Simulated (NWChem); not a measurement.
System: C₂H₄F₂Si; SMILES FC(F)=C[SiH3]

Excerpt of the output:

```
             Northwest Computational Chemistry Package (NWChem) 7.3.0
             --------------------------------------------------------

 CS  symmetry detected

                             Geometry "geometry" -> ""
                             -------------------------

 Output coordinates in angstroms (scale by  1.889725989 to convert to a.u.)

  No.       Tag          Charge          X              Y              Z
 ---- ---------------- ---------- -------------- -------------- --------------
    1 F                    9.0000     1.25642816    -1.07443319     0.00000000
    2 C                    6.0000    -0.06515692    -0.96109432     0.00000000
    3 F                    9.0000    -0.61106591    -2.16974400     0.00000000
    4 C                    6.0000    -0.74727810     0.19388292     0.00000000
    5 Si                  14.0000     0.01797264     1.89941136     0.00000000
    6 H                    1.0000    -1.84279276     0.08027557     0.00000000
    7 H                    1.0000     1.51532704     1.79558117     0.00000000
    8 H                    1.0000    -0.42890069     2.66662365    -1.21567593
    9 H                    1.0000    -0.42890069     2.66662365     1.21567593

 Effective nuclear repulsion energy (a.u.)     216.8127803633

      Symmetry information
      --------------------

 Group name             Cs
 Group number              2
 Group order               2
 No. of unique centers     8

                                Z-matrix (autoz)
                                --------

 Units are Angstrom for bonds and degrees for angles

[...]

      ----------------------
      Optimization converged
      ----------------------

  Step       Energy      Delta E   Gmax     Grms     Xrms     Xmax
  ---- ---------------- -------- -------- -------- -------- --------
@    5    -565.82090978 -2.8D-07  0.00007  0.00002  0.00044  0.00138
                                     ok       ok       ok       ok

                                Z-matrix (autoz)
                                --------

 Units are Angstrom for bonds and degrees for angles

[...]

 Rotational Constants
 --------------------
 A=   0.331547 cm-1  (  0.477011 K)
 B=   0.070657 cm-1  (  0.101658 K)
 C=   0.059425 cm-1  (  0.085497 K)

 Temperature                      =   298.15K
 frequency scaling parameter      =   1.0000

 Zero-Point correction to Energy  =   35.456 kcal/mol  (  0.056503 au)
 Thermal correction to Energy     =   39.126 kcal/mol  (  0.062351 au)
 Thermal correction to Enthalpy   =   39.718 kcal/mol  (  0.063295 au)

 Total Entropy                    =   78.391 cal/mol-K
   - Translational                =   39.516 cal/mol-K (mol. weight =  94.0050)
   - Rotational                   =   26.540 cal/mol-K (symmetry #  =        1)
   - Vibrational                  =   12.335 cal/mol-K

 Cv (constant volume heat capacity) =   19.084 cal/mol-K
   - Translational                  =    2.979 cal/mol-K
   - Rotational                     =    2.979 cal/mol-K
   - Vibrational                    =   13.125 cal/mol-K

[normal modes left out]

 ----------------------------------------------------------------------------
 Normal Eigenvalue ||           Projected Infra Red Intensities
  Mode   [cm**-1]  || [atomic units] [(debye/angs)**2] [(KM/mol)] [arbitrary]
 ------ ---------- || -------------- ----------------- ---------- -----------
    1        0.000 ||    0.000328           0.008         0.320       0.037
    2        0.000 ||    0.000018           0.000         0.018       0.002
    3        0.000 ||    0.000000           0.000         0.000       0.000
    4        0.000 ||    0.000102           0.002         0.099       0.011
    5        0.000 ||    0.000047           0.001         0.046       0.005
    6        0.000 ||    0.000066           0.002         0.065       0.007
    7       44.601 ||    0.000045           0.001         0.044       0.005
    8      185.362 ||    0.001510           0.035         1.472       0.169
    9      191.847 ||    0.000043           0.001         0.042       0.005
   10      446.773 ||    0.014582           0.336        14.215       1.636
   11      578.520 ||    0.017447           0.403        17.008       1.958
   12      685.934 ||    0.019065           0.440        18.585       2.139
   13      714.703 ||    0.017726           0.409        17.281       1.989
   14      724.939 ||    0.019961           0.461        19.459       2.240
   15      873.330 ||    0.027014           0.623        26.335       3.031
   16      932.500 ||    0.123970           2.860       120.852      13.911
   17     1028.627 ||    0.366054           8.445       356.848      41.077
   18     1034.884 ||    0.083592           1.929        81.489       9.380
   19     1055.233 ||    0.170491           3.933       166.203      19.132
   20     1070.317 ||    0.093290           2.152        90.944      10.469
   21     1304.614 ||    0.066033           1.523        64.372       7.410
   22     1497.016 ||    0.196332           4.530       191.394      22.032
   23     1919.084 ||    0.632400          14.590       616.495      70.965
   24     2372.747 ||    0.239174           5.518       233.159      26.839
   25     2384.191 ||    0.170506           3.934       166.218      19.134
   26     2405.649 ||    0.143848           3.319       140.230      16.142
   27     3362.728 ||    0.002435           0.056         2.374       0.273
 ----------------------------------------------------------------------------
```

Level: Hartree-Fock/6-31G* (spherical d). 

Question: Write an input that gives this output.

Answer: This is not unique; one that fits is the input that was run:
```
start job
memory heap 200 mb stack 900 mb global 1100 mb
geometry units angstroms
  F      1.107667    -1.041391    -0.710253
  C     -0.094555    -0.960806    -0.155635
  F     -0.604642    -2.178597    -0.030547
  C     -0.703292     0.173433     0.221463
  Si     0.011856     1.891738     0.047029
  H     -1.702085     0.033399     0.664026
  H      1.373993     1.824979    -0.579850
  H     -0.889394     2.742550    -0.807396
  H      0.115968     2.548060     1.397801
end
basis spherical
  F library 6-31g*
  C library 6-31g*
  Si library 6-31g*
  H library 6-31g*
end
dft
  xc hfexch
  iterations 150
end
driver
  maxiter 120
end
task dft optimize
task dft freq
```
